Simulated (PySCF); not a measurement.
Cl2H5NSi2. Atoms are numbered in the order given.

```xyz
10

Si     0.5490    -0.7226     0.0000
Cl     1.1879     0.3220     1.6956
Cl     1.1879     0.3220    -1.6956
Si    -1.7941    -0.5497     0.0000
N     -2.2250     1.1351     0.0000
H      1.2557    -2.0313     0.0000
H     -2.3386    -1.1967    -1.2267
H     -2.3386    -1.1967     1.2267
H     -1.9814     1.6718     0.8298
H     -1.9814     1.6718    -0.8298
```
Charge 0, spin multiplicity 1.

Geometry optimised at B3LYP-D3(BJ)/def2-SVP. This is a generated structure with no PubChem entry under its InChIKey; it may be hypothetical. One conformer was computed; it need not be the lowest.

These are PySCF with PBE/def2-TZVP values and carry that method's errors.

Symmetry labels are those of the subgroup Cs that the program uses (full group Cs).

Question: List the valence orbital energies around the gap with their symmetry. (The exact figures need the calculation; the answer reports its results.)

Answer: 
```tsv
orbital	symmetry	energy (eV)
HOMO−7	A'	-9.81
HOMO−6	A'	-9.09
HOMO−5	A"	-8.69
HOMO−4	A'	-8.10
HOMO−3	A"	-8.02
HOMO−2	A"	-7.75
HOMO−1	A'	-7.39
HOMO	A'	-6.11
LUMO	A'	-1.64
LUMO+1	A"	-1.25
LUMO+2	A'	-0.48
LUMO+3	A'	0.09
```
